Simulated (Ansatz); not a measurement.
Relaxation of ClFH6O2SiTi (12 atoms, charge 0, multiplicity 1), to a largest force component of 0.03 eV/Å in at most 50 steps.

Method: RKS PBE/def2-SVP (Ansatz).

```xyz
12
Properties=species:S:1:pos:R:3
Ti -0.165 -0.303 -0.040
Cl -0.457 -0.723 2.234
O 1.553 -0.297 -0.527
H 2.156 -1.061 -0.594
O -0.921 1.226 -0.563
H -1.873 1.415 -0.671
F -0.967 -1.629 -0.854
Si 1.670 2.588 1.262
H 3.064 2.434 1.807
H 1.733 2.753 -0.227
H 1.040 3.810 1.872
H 0.876 1.404 1.651
```

Where does it end, and by what steps?

The forces met the threshold. The force dipped under the threshold on the way, but the program's further checks kept it going. After 39 steps the energy has fallen by 0.203 eV; H11 moved furthest, 2.10 Å.

| step | energy less start (eV) | largest force component (eV/Å) | accepted |
| --- | --- | --- | --- |
| 0 | 0.0000 | 1.075 | yes |
| 2 | -0.1409 | 0.066 | yes |
| 4 | -0.1469 | 0.507 | no |
| 6 | -0.1579 | 0.092 | yes |
| 8 | -0.1591 | 0.009 | yes |
| 10 | -0.1609 | 0.092 | yes |
| 12 | -0.1645 | 0.128 | yes |
| 14 | -0.1700 | 0.211 | yes |
| 16 | -0.1802 | 0.158 | yes |
| 18 | -0.1851 | 0.109 | yes |
| 20 | -0.1900 | 0.055 | yes |
| 22 | -0.1923 | 0.080 | yes |
| 24 | -0.1947 | 0.130 | yes |
| 26 | -0.1971 | 0.028 | yes |
| 28 | -0.1986 | 0.101 | yes |
| 30 | -0.1998 | 0.074 | yes |
| 32 | -0.2004 | 0.049 | yes |
| 34 | -0.2014 | 0.048 | yes |
| 36 | -0.2019 | 0.036 | yes |
| 38 | -0.2023 | 0.060 | yes |
| 39 | -0.2027 | 0.024 | yes |

```xyz
12
Properties=species:S:1:pos:R:3
Ti -0.484 -0.466 -0.263
Cl -0.988 -0.412 1.900
O 0.947 0.546 -0.604
H 1.869 0.453 -0.294
O -1.828 0.175 -1.238
H -2.712 -0.208 -1.390
F -0.175 -2.145 -0.675
Si 2.202 2.741 1.583
H 3.057 1.586 1.120
H 1.866 3.607 0.405
H 2.997 3.533 2.584
H 0.956 2.206 2.223
```

Whether the end is a true minimum wasn't checked by a vibrational analysis.

Time of the run: 110 s on 4 threads of Arm Neoverse V1 (shared host), peak memory 0.23 GiB.
